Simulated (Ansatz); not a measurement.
Program: Ansatz. Geometries: PBE0-D4/def2-TZVP. ΔE: electronic, gas phase. CCSD(T)/CBS is the MP2 limit (def2-TZVPP, def2-QZVPP) plus CCSD(T) − MP2 in def2-TZVPP, frozen cores. This one scheme is used for every species. Functionals use def2-TZVPP. B3LYP here is the variant with VWN-RPA as its local correlation; programs differ in this. One conformer a species, not always the lowest.

`CS[SiH3]` + `OB(S)S` → `[SiH3]OB(S)S` + CH₃SH  (ligand exchange at the Si–S bond)

**Question.** Is it downhill or uphill in electronic energy at CCSD(T)/CBS, and by how much? (Best estimate.)

**Answer.** The calculation gave: Downhill: ΔE = -34.0 kJ/mol.

**Question.** What do these levels give: PBE-D4, r2SCAN-D4, ωB97X-V, ωB97M-V, B2PLYP, PBE, B3LYP, MP2/def2-TZVPP, CCSD/def2-TZVPP, MP2/def2-QZVPP, SCS-MP2/def2-QZVPP, CCSD/CBS(def2)? (An estimate is asked.)

**Answer.** Computed: PBE-D4 -18.5, r2SCAN-D4 -27.9, ωB97X-V -32.6, ωB97M-V -32.4, B2PLYP -36.6, PBE -17.5, B3LYP -35.8, MP2/def2-TZVPP -34.1, CCSD/def2-TZVPP -38.7, MP2/def2-QZVPP -33.6, SCS-MP2/def2-QZVPP -38.8, CCSD/CBS(def2) -36.7 kJ/mol.

Largest T1 diagnostic among the species: 0.013.

From PBE to PBE0 (25 % exact exchange), in def2-TZVPP and without D4, ΔE moves by −4.3 kJ/mol. In def2-TZVPP, CCSD(T) changes the Hartree–Fock value by +14.6 kJ/mol (the triples alone add +2.8 kJ/mol) and MP2 by +16.5 kJ/mol.
